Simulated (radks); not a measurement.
Q: Tc+, 42 electrons, occupied as [Kr] 4d4 5s2 (not the ground configuration). Calculated with a radial shooting solver on a logarithmic mesh with Libxc functionals: Dirac Kohn-Sham, PBE, spin-unpolarised, spherical densities, finite nucleus; open shells are shared between the two j in proportion to 2j + 1; Fermi nuclear charge, rms radius 4.4112 fm. Some entries of the table are withheld. Estimate them.

orbital,occ.,eigenvalue (eV),<1/r> (bohr^-1),r(max) (bohr)
1s1/2,2,-20869.25,(1),0.02228
2s1/2,2,-2987.118,10.20,0.1263
2p1/2,2,-2755.404,10.18,0.09815
2p3/2,4,-2637.155,9.668,0.1020
3s1/2,2,-530.1243,3.508,0.3725
3p1/2,2,-441.0815,(2),0.3594
3p3/2,4,-421.3044,(3),0.3689
3d3/2,4,-263.8320,(4),0.3098
3d5/2,6,-260.0298,(5),0.3126
4s1/2,2,-84.7674,1.302,0.9481
4p1/2,2,-58.6099,1.185,1.004
4p3/2,4,-55.6120,1.149,1.028
4d3/2,1.6,-17.1512,0.8414,1.239
4d5/2,2.4,-16.8291,0.8325,1.250
5s1/2,2,-12.6531,0.4410,2.548

A: 
(1) 1s1/2 <1/r> (bohr^-1): 44.71
(2) 3p1/2 <1/r> (bohr^-1): 3.408
(3) 3p3/2 <1/r> (bohr^-1): 3.285
(4) 3d3/2 <1/r> (bohr^-1): 3.102
(5) 3d5/2 <1/r> (bohr^-1): 3.070
